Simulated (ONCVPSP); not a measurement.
## Ranking ONCV potentials for beryllium

All share these settings but for the change named:

- Element: beryllium (Be)
- Generator: ONCVPSP 4.0.1
- Type: optimised norm-conserving Vanderbilt (ONCV)
- Functional: BLYP
- Relativity: scalar-relativistic
- Frozen core: none
- Valence charge: 4
- Reference configuration: 1s2 2s2
- Partial waves: 1s+2s: rc 0.90 bohr, ncon 4, nbas 7, qcut 11.7 1/bohr, 2 projectors; p scattering state at 0.43 Ha: rc 0.90 bohr, ncon 5, nbas 8, qcut 8.7 1/bohr, 2 projectors, debl 1.5 Ha
- Local potential: polynomial inside 0.70 bohr (lpopt 5, dvloc0 3 Ha)
- Core correction: none

Test errors are all-electron minus pseudo excitation energies from the reference, over 1s2 2s1; 1s2 2s0; 1s2 2s1.5; 1s2 2s1 2p1. None of these files shows a bound ghost.

The base gives 5.1 meV.

Of 6 variants that were run, those that failed, showed a ghost or another fault, or gave nearly equal values are left out.

A variant can come out equal or close to the base, since the largest error may sit in a test that the change hardly touches while other tests move.

Q: Rank these variants by their largest absolute test error, smallest first.
A. all radii scaled by about 1.29 (s 1.16, p 1.16 bohr); local potential polynomial inside 0.90 bohr (lpopt 5, dvloc0 3 Ha)
B. all radii scaled by about 0.80 (s 0.72, p 0.72 bohr); local potential polynomial inside 0.56 bohr (lpopt 5, dvloc0 3 Ha)
C. all radii scaled by about 1.20 (s 1.08, p 1.08 bohr); local potential polynomial inside 0.84 bohr (lpopt 5, dvloc0 3 Ha)
D. all radii scaled by about 1.04 (s 0.94, p 0.94 bohr); local potential polynomial inside 0.72 bohr (lpopt 5, dvloc0 3 Ha)

A: A (1.6 meV), C (3.1 meV), B (4.4 meV), D (5.1 meV).
